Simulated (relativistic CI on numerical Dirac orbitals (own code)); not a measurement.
**Ligand-field terms of d3**

Computed with a parametric ligand-field model of a d^n configuration (Racah B and C, spin-orbit zeta, crystal field), exact diagonalisation.

Field parameters in Wybourne normalisation: Oh B⁴₀ = 21Dq, B⁴₄ = √(5/14) B⁴₀; Td as Oh with Dq negative (B⁴₀ = 21Dq, B⁴₄ = √(5/14) B⁴₀). The field is a parameter set, without covalency.

(1) A d3 ion in Oh symmetry has the ground term 4A2 and bands at 4T2 12400 cm⁻¹ (806 nm), 2E 16309 cm⁻¹ (613 nm), 2T1 17166 cm⁻¹ (583 nm), 4T1 19464 cm⁻¹ (514 nm), 2T2 23293 cm⁻¹ (429 nm), 4T1 30936 cm⁻¹ (323 nm). Which parameters reproduce them?

(2) A d3 ion in Oh symmetry has the ground term 4A2 and bands at 2E 19150 cm⁻¹ (522 nm), 2T1 19811 cm⁻¹ (505 nm), 2T2 29943 cm⁻¹ (334 nm), 4T2 34550 cm⁻¹ (289 nm), 4T1 44006 cm⁻¹ (227 nm), 4T1 72694 cm⁻¹ (138 nm). Which parameters reproduce them?

(3) Ground term and bands for B = 300, C = 1440, ζ = 0 cm⁻¹, Td, 10Dq = -4350 cm⁻¹?

(4) Ground term and bands for B = 750, C = 3790, ζ = 0 cm⁻¹, Oh, 10Dq = 16150 cm⁻¹?

(5) A d3 ion in Oh symmetry has the ground term 4A2 and bands at 2E 9885 cm⁻¹ (1012 nm), 2T1 10353 cm⁻¹ (966 nm), 4T2 12200 cm⁻¹ (820 nm), 2T2 14931 cm⁻¹ (670 nm), 4T1 17242 cm⁻¹ (580 nm), 4T1 27008 cm⁻¹ (370 nm). Which parameters reproduce them?

Results:

(1) B = 880, C = 3410, ζ = 0 cm⁻¹, Oh, 10Dq = 12400 cm⁻¹.

(2) B = 870, C = 4140, ζ = 0 cm⁻¹, Oh, 10Dq = 34550 cm⁻¹.

(3) Ground term 4T1 with 1.95 electrons in the two orbitals of the cubic e set. Spin-allowed: 4T2 3883 cm⁻¹ (2575 nm), 4T1 7916 cm⁻¹ (1263 nm), 4A2 8233 cm⁻¹ (1215 nm). Lowest spin-forbidden: 2E 2272 cm⁻¹, 2T1 5858 cm⁻¹ (1707 nm), 2T2 6079 cm⁻¹ (1645 nm).

(4) Ground term 4A2 with 0.00 electrons in the two orbitals of the cubic e set. Spin-allowed: 4T2 16150 cm⁻¹ (619 nm), 4T1 23343 cm⁻¹ (428 nm), 4T1 36357 cm⁻¹ (275 nm). Lowest spin-forbidden: 2E 16844 cm⁻¹ (594 nm), 2T1 17503 cm⁻¹ (571 nm), 2T2 24770 cm⁻¹ (404 nm). With an A2 ground term the first spin-allowed band lies at |10Dq| itself.

(5) B = 510, C = 2050, ζ = 0 cm⁻¹, Oh, 10Dq = 12200 cm⁻¹.
